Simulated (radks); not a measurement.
The numbers below are computed, except where a source is named.
Problem. Mean orbital radii <r> (bohr) of the holmium ion Ho+, [Xe] 4f11 6s1, of relativity; Dirac values are averaged over j with weights 2j + 1. Spin-unpolarised spherical Kohn-Sham, BLYP, point nucleus unless stated (finite: rms radius 5.2022 fm), a radial shooting solver on a logarithmic mesh with Libxc functionals. A level marked "c x" has the speed of light scaled by that factor and shares open shells by 2j + 1; other Dirac levels either fill j = l - 1/2 first or share by 2j + 1.

| shell | non-rel. |
|---|---|
| 2s | 0.09610 |
| 2p | 0.08142 |
| 3s | 0.2467 |
| 3p | 0.2365 |
| 3d | 0.2090 |
| 4s | 0.5559 |
| 4p | 0.5678 |
| 4d | 0.5983 |
| 5s | 1.381 |
| 5p | 1.571 |
| 4f | 0.8050 |
| 6s | 3.901 |

Give the values at the level "Dirac, c x 100".

Solution. 
shell  Dirac, c x 100  change of magnitude (%)
2s            0.09610                    0.00
2p            0.08142                    0.00
3s             0.2467                    0.00
3p             0.2365                    0.00
3d             0.2090                    0.00
4s             0.5559                    0.00
4p             0.5678                    0.00
4d             0.5983                    0.00
5s              1.381                    0.00
5p              1.571                    0.00
4f             0.8050                    0.00
6s              3.901                    0.00
